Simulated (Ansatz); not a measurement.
System: C3H3N2, charge -1, multiplicity 1. It need not be the lowest isomer of its formula. Whether it binds its extra electron was not tested at this geometry. SMILES: [c-]1cn[nH]c1
Geometry: optimised at B3LYP-D3(BJ)/def2-TZVP (Ansatz, a first-principles code).

Parts of the frozen-core correlation energy in cc-pVDZ (Ansatz, hartree). Frozen orbitals: 5; correlated occupied orbitals by spin: 13 and 13; virtual: 67 and 67. Spin-orbit coupling is left out. No relativistic terms. The restricted reference is unstable.

```csv
term,value
reference (HF),-224.14107
MP2 opposite-spin,?
MP2 same-spin,?
CCSD correlation,?
(T),-0.03303
T1 diagnostic,0.014
largest doubles amplitude,0.085
```

**Question.** Some entries are withheld; supply them.

**Answer.** 
- MP2 opposite-spin, value: -0.53351
- MP2 same-spin, value: -0.20106
- CCSD correlation, value: -0.75173
